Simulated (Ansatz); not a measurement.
Relaxation of Cl$_{2}$FH$_{5}$NOSTa (12 atoms, charge 0, multiplicity 1), to a largest force component of 0.03 eV/Å in at most 50 steps.

Theory: RKS PBE/def2-SVP in Ansatz.

```xyz
12
Properties=species:S:1:pos:R:3
Ta -0.344 0.423 -0.182
O 2.610 -0.824 -0.227
H 2.753 -0.953 0.733
N 0.054 0.638 1.764
H 0.072 -0.176 2.391
H 0.362 1.480 2.266
Cl -0.020 0.064 -2.494
Cl -2.437 1.369 -0.304
F -0.481 -1.410 0.248
S 1.318 2.272 -0.255
H 1.194 2.575 -1.579
H 2.806 0.143 -0.339
```

Q: Where does it end, and by what steps?

A: It converged. After 13 steps the energy has fallen by 0.382 eV; O2 moved furthest, 0.55 Å. Joined: Ta1–O2 (3.21 → 2.36 Å).

```tsv
step	energy less start (eV)	largest force component (eV/Å)	accepted
0	0.0000	0.629	yes
1	-0.0822	0.843	yes
2	-0.2031	0.849	yes
3	-0.3382	0.506	yes
4	-0.3480	0.418	yes
5	-0.3651	0.320	yes
6	-0.3731	0.214	yes
7	-0.3770	0.082	yes
8	-0.3787	0.049	yes
9	-0.3802	0.146	yes
10	-0.3809	0.144	yes
11	-0.3812	0.074	yes
12	-0.3815	0.034	yes
13	-0.3817	0.014	yes
```

```xyz
12
Properties=species:S:1:pos:R:3
Ta -0.069 0.302 -0.169
O 2.100 -0.626 -0.289
H 2.339 -1.151 0.499
N 0.194 0.695 1.777
H -0.010 -0.024 2.485
H 0.466 1.573 2.231
Cl 0.152 0.191 -2.535
Cl -2.277 0.997 -0.325
F -0.279 -1.513 0.361
S 1.366 2.338 -0.211
H 1.262 2.623 -1.539
H 2.644 0.196 -0.260
```

Whether the end is a true minimum wasn't checked by a vibrational analysis.

Time of the run: 54 s on 4 threads of Arm Neoverse V1, with other jobs on the host, peak memory 0.25 GiB.
